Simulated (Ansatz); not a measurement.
Cost and result for the atomization energy of `O[Si](Br)Br` radical (5 atoms, 4 bonds).

Total charge 0; spin multiplicity 2. Correlated methods include outer-core shells of Br, which these sets cover unevenly. Scalar relativity is left out up to krypton. All single points use the PBE0-D4/def2-TZVP geometry. It is one conformer, not always the lowest. Program: Ansatz. All runs use 4 threads of a server CPU on a shared host. Times are those of one run each, without the atoms' runs, and a repeat can differ threefold. Electronic energies, without spin–orbit coupling; frozen cores. CCSD(T)/CBS adds CCSD(T) − MP2 in def2-TZVPP to the MP2 limit, and its time is that of the two runs behind it. T1 = 0.011; ⟨S²⟩ of the reference is 0.76. With those shells the extrapolation isn't a true limit. HSE06 is the plane-wave form, built on full-range PBE exchange.

CCSD(T)/CBS is a level of theory with its own doubt, some kJ/mol a heavy atom from the limit and from the frozen cores, so smaller differences don't rank the functionals.

```tsv
level	functions	wall time	atomization (kJ/mol)	difference from CCSD(T)/CBS	per bond
BLYP-D4/def2-TZVPP	183	2.7 s	1555.6	-26.0	-6.5
PBE0-D4/def2-TZVPP	183	4.6 s	1567.8	-13.8	-3.5
BHLYP-D4/def2-TZVPP	183	4.8 s	1486.4	-95.2	-23.8
HSE06-D4/def2-TZVPP	183	4.9 s	1569.7	-11.9	-3.0
CAM-B3LYP-D4/def2-TZVPP	183	6 s	1548.2	-33.4	-8.4
B2PLYP/def2-TZVPP	183	6.5 s	1533.9	-47.7	-11.9
r2SCANh-D4/def2-TZVPP	183	8.5 s	1581.0	-0.6	-0.2
ωB97X-V/def2-TZVPP	183	12 s	1564.7	-16.9	-4.2
ωB97M-V/def2-TZVPP (with forces)	183	16 s	1556.9	-24.7	-6.2
CCSD(T)/def2-SVP	101	16 s	1389.7	-191.9	-48.0
MP2/def2-QZVPP	335	20 s	1627.8	46.2	11.5
CCSD(T)/def2-TZVPP	183	4.8 min	1506.8	-74.8	-18.7
CCSD(T)/CBS(def2)	–	5.1 min	1581.6	0.0	0.0
```

Leaving LDA and LC-ωPBE aside and taking each functional with its dispersion term where it has one, the values, not all of them listed here, spread over 126.3 kJ/mol, from BHLYP-D4 to PBE-D4. LDA lies +249.7 kJ/mol from PBE without D4, its usual overbinding. The D4 term adds +28.3 kJ/mol with B3LYP and +14.5 kJ/mol with PBE0; it sums over pairs of atoms, weighted by their polarisabilities, and B3LYP, whose exchange is more repulsive, gets the larger term. From r2SCAN to r2SCAN0 (25 % exact exchange), in def2-TZVPP and without D4, the atomization energy moves by −45.8 kJ/mol: exact exchange takes away binding that semilocal exchange gives to molecules.

B3LYP here is the variant with VWN-RPA as its local correlation; programs differ in this.
